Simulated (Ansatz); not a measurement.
Stretching the B1–O2 bond in BO (multiplicity 2 held). Energies count from the point at 1.202 Å.


R- and RO- levels are restricted; in cc, def2 and unpolarised 6-31G sets they are followed outwards from rest. Unrestricted levels (U-) break spin symmetry where that is lower. Full CI gives the lowest state of the spin. Levels need not reach the same state.

Cores are frozen in the correlated methods.

The values were computed with Ansatz (an electronic-structure program) with Gaussian orbitals. Each number belongs to the level named beside it.

```json
[
 {"level": "RO-HF/6-31G", "energy at R = 4.808 Å (kcal/mol)": "184.18"},
 {"level": "U-HF/6-31G", "energy at R = 4.808 Å (kcal/mol)": "109.44"},
 {"level": "RO-MP2/6-31G", "energy at R = 4.808 Å (kcal/mol)": "240.48"},
 {"level": "U-MP2/6-31G", "energy at R = 4.808 Å (kcal/mol)": "172.02"},
 {"level": "RO-SCS-MP2/6-31G", "energy at R = 4.808 Å (kcal/mol)": "231.44"},
 {"level": "U-SCS-MP2/6-31G", "energy at R = 4.808 Å (kcal/mol)": "…"},
 {"level": "FCI/6-31G", "energy at R = 4.808 Å (kcal/mol)": "…"}
]
```

**Question.** Complete the blanks.

**Answer.** 
- U-SCS-MP2/6-31G, energy at R = 4.808 Å (kcal/mol): 165.45
- FCI/6-31G, energy at R = 4.808 Å (kcal/mol): 160.56

Doubts at one or more of the structures used: a restricted determinant that unrestricted orbitals would lower (RO-HF/6-31G, RO-MP2/6-31G, RO-SCS-MP2/6-31G); a spin-contaminated determinant (U-HF/6-31G, U-MP2/6-31G, U-SCS-MP2/6-31G).
